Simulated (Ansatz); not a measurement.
## Strength of the S–Au bond: C2H7AuS2 → C2H6S + AuSH

Species: C2H7AuS2 `C[S+](C)[Au-][SH]`, singlet; C2H6S (dimethyl sulfide) `CSC`, singlet; AuSH `[SH][Au]`, singlet. 

Shapes, held fixed at every level: PBE0-D4/def2-TZVP. Flexible molecules stand in one conformer, not always the lowest. Programs: Ansatz 0.2.0. The zero-point and thermal change to 298 K, harmonic and unscaled (PBE0-D4/def2-TZVP), is -6.6 kJ/mol.

```csv
level,kind,ΔH(298 K) (kJ/mol),less CCSD(T)/def2-TZVPP
HF/def2-SVP,Hartree–Fock,+91.7,-73.0
HF/def2-TZVPP,Hartree–Fock,+103.0,-61.7
PBE-D4/def2-TZVPP,GGA,+170.9,+6.2
B3LYP-D4/def2-TZVPP,global hybrid,+155.4,-9.3
r2SCAN0-D4/def2-TZVPP,global hybrid,+174.5,+9.8
CCSD(T)/def2-SVP,coupled cluster or CI,+147.6,-17.1
CCSD/def2-TZVPP,coupled cluster or CI,+155.2,-9.5
CCSD(T)/def2-TZVPP,coupled cluster or CI,+164.7,0.0
```

The highest level, CCSD(T)/def2-TZVPP, gives ΔH(298 K) = +164.7 kJ/mol; the levels span +91.7 to +174.5. A fragment pairs its electrons up again, so this isn't a typical strength of such a bond. The column of differences is taken from that level and isn't an error. No measured value is set beside it here. T1 is large for AuSH, so single-reference values are less sure there. For atoms past krypton def2 sets carry core potentials with scalar relativity. Correlated rows may include outer-core shells of Au, which these sets cover unevenly.
